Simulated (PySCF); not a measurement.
Fill in the blanks.

Compound: CH11NSi3 (charge +1 and doublet state).
Atom-mapped SMILES: `[NH2+:1][SiH2:2][SiH2:3][CH2:4][SiH3:5]` (hydrogens: H6, H7 on N1; H8, H9 on Si2; H10, H11 on Si3; H12, H13 on C4; H14, H15, H16 on Si5)

Geometry (GFN2-xTB, Å), atoms numbered from 1 in this order:
```xyz
16
CH11NSi3 angstrom
N     -3.0690   -0.6952    0.7227
Si    -1.6802    0.2693    0.6605
Si     0.2898   -1.2756    0.0809
C      1.5762   -0.1019   -0.6282
Si     2.1891    1.3766    0.4697
H     -3.6685   -0.8847   -0.0663
H     -3.3928   -1.1731    1.5497
H     -1.3173    0.7449    1.9838
H     -1.7266    1.1576   -0.4887
H     -0.3548   -2.2163   -0.8362
H      0.5923   -1.8937    1.3697
H      1.2181    0.3022   -1.5769
H      2.4548   -0.6996   -0.8771
H      2.6570    0.8079    1.7314
H      0.9957    2.2062    0.6925
H      3.2288    2.0841   -0.2639
```

| property | level | value |
| --- | --- | --- |
| point group of the GFN2-xTB geometry | GFN2-xTB | ? |
| rotational constants A, B, C of the GFN2-xTB geometry | GFN2-xTB | ? |
| isotropic g value | unrestricted B3LYP/pcH-1, mean-field spin–orbit | ? |
| spin squared ⟨S²⟩ | unrestricted B3LYP/pcH-1 | 0.755 |
| largest isotropic hyperfine couplings (means over sets of like nuclei) | unrestricted B3LYP/pcH-1, mean-field spin–orbit | ? |

Gas-phase values; electronic properties from PySCF, density fitting. Geometry: GFN2-xTB, one conformer, isolated ion. Hyperfine couplings depend on the geometry, which wasn't re-optimised at a DFT level. The unpaired spin is shared among atoms: the largest Mulliken spin population is 0.35. Couplings of like nuclei are plain means over topologically equivalent atoms, as if these changed places fast (by rotation of a methyl-like group, say); in this geometry the members of some sets differ.

Question: What are the rotational constants A, B, C of the GFN2-xTB geometry?

Answer: 3.938, 1.034, 0.873 GHz.

Question: Give the point group of the GFN2-xTB geometry.

Answer: C1.

Question: The largest isotropic hyperfine couplings (means over sets of like nuclei)?

Answer: 1H +95.4 (H8/H9), 29Si -39.5 (Si3), 1H +32.3 (H12/H13), 1H +27.0 (H10/H11), 1H -24.3 (H6) MHz.

Question: Give the isotropic g value.

Answer: 2.00543.

With B = h/(8π²I), that is 505.379 GHz u Å² over I, the principal moments of inertia are 128.3, 488.8 and 578.9 u Å² (most abundant isotopes). g_iso is shifted by about +3110 ppm from the free-electron value 2.002319. At 9.50 GHz, hν = g·μB·B₀ (B₀ the magnetic field) puts the centre of the isotropic spectrum, to first order, at 338.5 mT. The rotational constants make it an asymmetric top with κ = (2B − A − C)/(A − C) = -0.89, nearer the prolate limit (−1). ⟨S²⟩ is 0.005 above the pure-spin value S(S + 1) = 0.75.

For the EPR job (B3LYP), hardware: an Arm Neoverse V1 with one thread (shared host). Cost: 63 s wall.
